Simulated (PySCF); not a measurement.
## LaH3: core potential against all electrons

Base calculation in PySCF with density fitting and no spin–orbit coupling, PBE0/lcecp-1/def2-TZVP (scalar-relativistic core potentials): singlet, C3v, La–H 2.109 Å (×3); H–La–H 111.3° (×3); wavenumbers 312, 512 (×2), 1358 (×2), 1423 cm⁻¹; dipole moment 4.72 D, gap between the highest occupied and lowest empty levels 4.77 eV, polar-tensor charge of La 1.70 e.

Question: What changes on going to PBE0/x2c-TZVP (spin-free X2C)?

Answer: The point group stays the same. Changes: mean bond to La -0.016 Å, smallest bond angle +1.3 degrees, highest wavenumber 0 cm⁻¹, lowest wavenumber -23 cm⁻¹, dipole moment -0.42 D, gap between the highest occupied and lowest empty levels +0.01 eV, polar-tensor charge of La +0.02 e. The new structure has La–H 2.093 Å (×3); H–La–H 112.6° (×3), with wavenumbers 289, 526 (×2), 1345 (×2), 1423 cm⁻¹.

Only the bonding shown was studied: isomers, or loss of a ligand pair, can lie lower.
